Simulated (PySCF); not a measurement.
Al(H)(OH)(SH) (AlH3OS), SMILES [OH][AlH][SH].

Geometry optimised at TPSSh-D3(BJ)/def2-TZVP. One conformer was computed; it need not be the lowest.

All values below come from PySCF with C-PCM-PBE0/def2-SVP.

The values are the electrostatic part of the solvation free energy, E(continuum) − E(gas) at the gas-phase geometry, in a cavity of scaled van der Waals radii (PySCF's table); cavitation and dispersion terms are not included. A continuum can't describe solvent molecules that bind to the metal. In vacuum the orbital gap is 7.11 eV. The dipole moment in vacuum is 2.07 D.

| solvent | ε | ΔG(elec) (kcal/mol) | dipole (D) | gap (eV) |
|---|---|---|---|---|
| water | 78.36 | -7.1 | 2.67 | 7.53 |
| chloroform | 4.71 | -5.6 | 2.53 | 7.43 |
| ethanol | 24.85 | -6.9 | 2.65 | 7.51 |
